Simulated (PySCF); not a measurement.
## Steps of a relaxation of [Pr(H2CO)]3+

[Pr(H2CO)]3+ (singlet in the valence; each metal's 4f electrons, 2 of them, lie in its core potential, out of spins and levels). PySCF 2.14.0, RKS PBE0, Pr lcecp-1-SVP with ECP48, O def2-SVP, C def2-SVP, H def2-SVP; non-relativistic Hamiltonian with scalar-relativistic core potentials where named; density fitting; no spin-orbit coupling. Origin of the start: template. Columns: position (Å) and force (eV/Å). Energies are counted from the last step; some of the 7 steps are shown. Forces carry noise of the integration grid, about 0.01 to 0.03 eV/Å.

Run from Python with OMP_NUM_THREADS=2. Where DIIS fails, smearing, a level shift and second-order steps follow.
It took 11 s on 2 threads of Arm Neoverse V1, with other jobs on the host, from the converged density of the start.

```xyz
5
step 0  E = 0.635 eV
Pr    0.0000    0.0000   -0.5520     0.00    0.00    2.44
O     0.0000    0.0000    1.9830     0.00    0.00   -4.05
C     0.0000    0.0000    3.2030     0.00    0.00    1.58
H     0.9400    0.0000    3.7830     0.40    0.00    0.01
H    -0.9400    0.0000    3.7830    -0.40    0.00    0.01
```

```xyz
5
step 2  E = 0.095 eV
Pr    0.0000    0.0000   -0.2288     0.00    0.00   -1.50
O     0.0000    0.0000    1.8566     0.00    0.00    3.03
C     0.0000    0.0000    3.1546     0.00    0.00   -0.94
H     0.9816    0.0000    3.7088    -0.34    0.00   -0.30
H    -0.9816    0.0000    3.7088     0.34    0.00   -0.30
```

```xyz
5
step 4  E = 0.002 eV
Pr    0.0000    0.0000   -0.2870     0.00    0.00    0.20
O     0.0000    0.0000    1.8974     0.00    0.00    0.10
C     0.0000    0.0000    3.1656     0.00    0.00   -0.22
H     0.9714    0.0000    3.7120    -0.05    0.00   -0.04
H    -0.9714    0.0000    3.7120     0.05    0.00   -0.04
```

**Question.** Where does the relaxation end?

**Answer.** It converges at step 6 in C2v:
```xyz
5
step 6  E = 0
Pr    0.0000    0.0000   -0.2751
O     0.0000    0.0000    1.8976
C     0.0000    0.0000    3.1621
H     0.9698    0.0000    3.7077
H    -0.9698    0.0000    3.7077
```

**Question.** How did the contacts change?

**Answer.** 
```tsv
contact	start (Å)	end (Å)
Pr1–O2 (H2CO)	2.535	2.173
```


An lcecp potential fixes the number of 4f electrons, so in runs with it no electron can move into or out of that shell.
